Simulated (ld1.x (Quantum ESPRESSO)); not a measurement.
# What one change does to a pseudopotential (Sc (Z = 21), TM semilocal)

Sc, norm-conserving Troullier–Martins (semilocal form), made with ld1.x (Quantum ESPRESSO) 7.5 (PBE, scalar-relativistic). Core [Ar], reference 3d1 4s1 4p1. Waves: 4s (bound): rc 3.15 bohr; 4p (bound): rc 3.70 bohr; 3d (bound): rc 2.70 bohr. Local part: the d channel. Core correction: Bessel-smoothed model core inside 2.30 bohr.

Change: core correction none.

Cutoffs: the cutoffs (Ry, on a coarse ladder) from which the occupation-weighted sum of valence levels, in a spherical-Bessel basis at the reference potential, stays within 10 and 1 mRy of its value at 400 Ry; they do not see the model core or the augmentation charge, which bear on the density cutoff. Errors are all-electron minus pseudo energies relative to the spin-unpolarised reference configuration.

What does the change do?

The potential gets neither clearly harder nor softer (30 Ry and 35 Ry → 30 Ry and 35 Ry); of the 7 tests that both files solve, the error grows in 6 and shrinks in 1 by more than 15 % and 0.3 meV (median size 3.8 → 19.2 meV); neither file shows a bound ghost at the reference potential, the only one tested. A semilocal file is local in each channel, so a ghost entry of none says nothing of the separable form that plane-wave codes build from it.

| quantity | base | changed |
| --- | --- | --- |
| cutoff, loose | 30 Ry | 30 Ry |
| cutoff, tight | 35 Ry | 35 Ry |
| bound ghosts | none | none |
| error for 3d1 4s2 4p0, meV [ΔE -2.78 eV] | -2.3 | +8.9 |
| error for 3d1 4s1 4p0, meV [ΔE 4.12 eV] | -1.5 | -2.9 |
| error for 3d1 4s0 4p0, meV [ΔE 16.89 eV] | -14 | +215 |
| error for 3d1.5 4s1.5 4p0, meV [ΔE -2.10 eV] | -36 | +19 |
| error for 3d0 4s2 4p0, meV [ΔE 5.60 eV] | +53 | +811 |
| error for 3d1 4s0 4p2, meV [ΔE 2.89 eV] | -3.8 | +14 |
| error for 3d1 4s0 4p1, meV [ΔE 7.55 eV] | -2.1 | +33 |
| s: phases at 4.00 bohr within 0.05 rad from the reference energy up to (Ry; the scan ends near 5) | 0.9 | 0.9 |
| p: phases at 4.00 bohr within 0.05 rad from the reference energy up to (Ry; the scan ends near 5) | 1.3 | 1.3 |
| d: phases at 4.00 bohr within 0.05 rad from the reference energy up to (Ry; the scan ends near 5) | 0.2 | 0.2 |

Changed file: These tests converged, but a pseudo level misses the all-electron one widely, so the file describes the atom poorly there or has found another state: 3d0 4s2 4p0: empty 3d by 2.7 eV.
